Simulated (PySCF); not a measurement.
**How strongly Al binds etchant and ambient atoms**

CCSD(T) extrapolated to the basis-set limit (PySCF; AlBr CCSD(T)/CBS(TQ)+CV, AlCl CCSD(T)/CBS(TQ)+CV+SR, AlF CCSD(T)/CBS(TQ)+CV+SR, AlH CCSD(T)/CBS(TQ)+CV+SR, AlN CCSD(T)/CBS(TQ)+CV+SR, Br2 CCSD(T)/CBS(TQ), Cl2 CCSD(T)/CBS(TQ)+CV+SR, F2 CCSD(T)/CBS(TQ)+CV+SR, H2 CCSD(T)/CBS(TQ)+SR, N2 CCSD(T)/CBS(TQ)+CV+SR; CV core-valence, SR scalar-relativistic term); no spin–orbit coupling. D0 is De less the harmonic zero-point energy.

```json
{"X": "H", "state of AlX": "singlet (closed shell)", "D0(AlX) (eV)": "3.09", "D0(X₂) (eV)": "4.48"}
{"X": "F", "state of AlX": "singlet (closed shell)", "D0(AlX) (eV)": "7.04", "D0(X₂) (eV)": "1.62"}
{"X": "Cl", "state of AlX": "singlet (closed shell)", "D0(AlX) (eV)": "5.29", "D0(X₂) (eV)": "2.54"}
{"X": "Br", "state of AlX": "singlet (closed shell)", "D0(AlX) (eV)": "4.72", "D0(X₂) (eV)": "2.21"}
{"X": "N", "state of AlX": "triplet (σ ↑, π ↑)", "D0(AlX) (eV)": "2.48", "D0(X₂) (eV)": "9.74"}
```

Task: Give the energy of Al + X₂ → AlX + X at 0 K for each X.

Result: H: 4.48 − 3.09 = +1.39 eV; F: 1.62 − 7.04 = -5.42 eV; Cl: 2.54 − 5.29 = -2.75 eV; Br: 2.21 − 4.72 = -2.51 eV; N: 9.74 − 2.48 = +7.26 eV (composite CCSD(T); negative means exothermic).

Task: Does an atom of Cl displace H from AlH?

Result: AlH + Cl → AlCl + H has ΔE = 3.09 − 5.29 = -2.20 eV at composite CCSD(T), so it is downhill.

Gas-phase diatomics only hint at surface chemistry, where an atom holds several bonds.

Correlated steps freeze the inner cores (0 to 18 orbitals); shallow outer-core shells are correlated. Where the molecule has an RHF reference, its open-shell atoms are computed with UHF. The CCSD T1 diagnostic is raised in AlN, a sign that a single reference may not be enough there. States were picked by a PBE0 search and need not be the measured ground states.
